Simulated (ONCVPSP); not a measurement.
**Before and after: ONCV potential for boron**

ONCVPSP 4.0.1 input, shortened (lines: element, Z, core and valence counts, functional; n l f; lmax; l rc ep ncon nbas qcut; lloc lpopt rc5 dvloc0; l nproj debl; icmod fcfact rcfact), LDA (Perdew-Zunger), scalar-relativistic:

```
  B 5.00    1    2        3      upf
    1    0    2.00
    2    0    1.00
    2    1    2.00
    2
    0    1.70    0.00    5    9    3.00
    1    3.85    0.00    4    9    4.60
    2    3.75    0.14    4    8    2.20
    4    5    1.05    0.00
    0    2    0.60
    1    2    1.60
    2    2    1.10
    2    0.60    0.70
```

Change: local potential polynomial inside 1.60 bohr (lpopt 5, dvloc0 -1 Ha).

Cutoffs: the cutoffs (Ha) at which the residual kinetic energy of the hardest occupied pseudo-wave falls to 1 and 0.1 mHa per electron; they do not see the model core or the augmentation charge, which bear on the density cutoff. Errors are all-electron minus pseudo energies relative to the spin-unpolarised reference configuration.

Problem. How do hardness, ghosts and transferability respond?

Solution. The potential gets neither clearly harder nor softer (36 Ha and 72 Ha → 36 Ha and 72 Ha); a bound ghost appears in p, which as a rule spoils a file; the errors of the 4 common tests hardly move; the range in which the p phases agree narrows (upper end 2.5 → 0.1). In the separable form a ghost depends on how the local part lies against the semilocal potential of the channel, so the choice of the local part can create or remove one.

```csv
quantity,base,changed
"cutoff, loose",36 Ha,36 Ha
"cutoff, tight",72 Ha,72 Ha
bound ghosts,none,p
GHOST(+) flags under 300 eV,none,d at 248.3 eV
"error for 2s2 2p1, meV [ΔE -5.69 eV]",-34,-34
"error for 2s2 2p0, meV [ΔE 2.64 eV]",+266,+266
"error for 2s1 2p0, meV [ΔE 27.95 eV]",+865,+868
"error for 2s2 2p0.5, meV [ΔE -2.74 eV]",+46,+45
s: phases at 1.73 bohr within 0.05 rad from the reference energy up to (Ha; the scan ends near 5),3.5,3.5
p: phases at 3.90 bohr within 0.05 rad from the reference energy up to (Ha; the scan ends near 5),2.5,0.1
d: phases at 3.81 bohr within 0.05 rad from the reference energy up to (Ha; the scan ends near 5),2.4,2.4
"rms error of d²Exc/dni dnj with the model core, mHa",0.81,0.81
```

 A true bound ghost makes a file unfit for plane-wave use even where its test errors are small: the radial tests pick states by their node count and pass the ghost by.
